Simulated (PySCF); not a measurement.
Correlation energy of Ar⁺ (argon, charge +1)

[Ne] 3s2 3p5, 2P determinant. Calculation: PySCF 2.14, in 6-31G* (4s3p1d, 18 functions); the non-relativistic Hamiltonian (point nucleus). Frozen: [Ne]; 7 electrons correlated.

MP2 pair energies summed by pair of shells (mhartree):

| pair | energy | share (%) |
| --- | --- | --- |
| 3p-3p | -74.54 | 67.8 |
| 3s-3p | -28.61 | 26.0 |
| 3s-3s | -6.72 | 6.1 |

Total MP2 correlation energy: -109.87 mhartree.

Same-spin part -27.38 and opposite-spin part -82.49 mhartree; SCS-MP2 scales them by 1/3 and 6/5 to -108.12 mhartree.

```csv
level,correlation energy (mhartree)
CCSD,-126.77
(T),-1.24
CCSD(T),-128.01
```

Diagnostics: T1 = 0.0043, D1 = 0.0153, largest double amplitude 0.049.

Cost of the coupled-cluster step: 0.08 s of wall time on 1 thread of INTEL(R) XEON(R) PLATINUM 8581C CPU @ 2.10GHz (shared host), for 7 correlated electrons.

Iterations:

```
CC2 = 0
CCSD nocc = (np.int64(4), np.int64(3)), nmo = (13, 13)
frozen orbitals [[0, 1, 2, 3, 4], [0, 1, 2, 3, 4]]
max_cycle = 100
direct = 0
conv_tol = 1e-08
conv_tol_normt = 1e-06
diis_space = 8
diis_start_cycle = 0
Init t2, MP2 energy = -0.109871900713796
Init E_corr(UCCSD) = -0.109871900714977
cycle = 1  E_corr(UCCSD) = -0.123516922729001  dE = -0.013645022  norm(t1,t2) = 0.0281374
cycle = 2  E_corr(UCCSD) = -0.1258470339692  dE = -0.00233011124  norm(t1,t2) = 0.00837189
cycle = 3  E_corr(UCCSD) = -0.126784897595996  dE = -0.000937863627  norm(t1,t2) = 0.00304338
cycle = 4  E_corr(UCCSD) = -0.126765296552415  dE = 1.96010436e-05  norm(t1,t2) = 0.000285245
cycle = 5  E_corr(UCCSD) = -0.126767431939789  dE = -2.13538737e-06  norm(t1,t2) = 7.08597e-05
cycle = 6  E_corr(UCCSD) = -0.126767132449583  dE = 2.99490206e-07  norm(t1,t2) = 1.48252e-05
cycle = 7  E_corr(UCCSD) = -0.126767201846655  dE = -6.9397072e-08  norm(t1,t2) = 2.02559e-06
cycle = 8  E_corr(UCCSD) = -0.126767184406587  dE = 1.74400682e-08  norm(t1,t2) = 2.76781e-07
cycle = 9  E_corr(UCCSD) = -0.126767186214709  dE = -1.80812215e-09  norm(t1,t2) = 4.36732e-08
UCCSD converged
E(UCCSD) = -526.3602124984807  E_corr = -0.1267671862147093
UCCSD(T) correction = -0.00124064395393935
```
